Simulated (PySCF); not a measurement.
**Computed properties of Ga(H)2(SH) (GaH3S), SMILES [SH][GaH2]**

Ga(H)2(SH) (GaH₃S), SMILES [SH][GaH2]. Geometry optimised at ωB97X-D3(BJ)/def2-TZVP. The values are those of a single conformer. All values are computed for the isolated molecule unless a solvent is named; none is compared with measurement here.

**Structure.** The optimised structure has Cs symmetry. All 9 harmonic modes at ωB97X-D3(BJ)/def2-TZVP (PySCF) are real, so it is a minimum.

**Vibrations.** The strongest infrared lines (harmonic, unscaled, degenerate partners summed) lie at 2042 cm⁻¹ (168 km/mol, H 99 %), 756 cm⁻¹ (161 km/mol, H 98 %), 2032 cm⁻¹ (153 km/mol, H 99 %). The softest mode is at 398 cm⁻¹ and the zero-point energy is 14.6 kcal/mol.

**Electronic structure.** r2SCAN/def2-TZVPD (PySCF) places the frontier levels at -6.88 and -2.01 eV, a gap of 4.87 eV, and gives a dipole moment of 1.07 D and a mean polarisability of 54.3 bohr³.

**Excitations.** TDDFT-PBE0/def2-TZVPD (PySCF) has S1 at 5.33 eV (233 nm, f = 0.067, bright); the most intense of the 10 singlets computed lies at 7.84 eV (f = 0.28). T1 (TDA) is at 4.45 eV. No vertical singlet excitation falls in the visible range (under 3.1 eV).

**NMR.** GIAO shifts at HF/pcSseg-2 (PySCF) (non-relativistic, atoms alike by connectivity averaged): ¹H from 1.5 to 5.5 ppm against TMS.
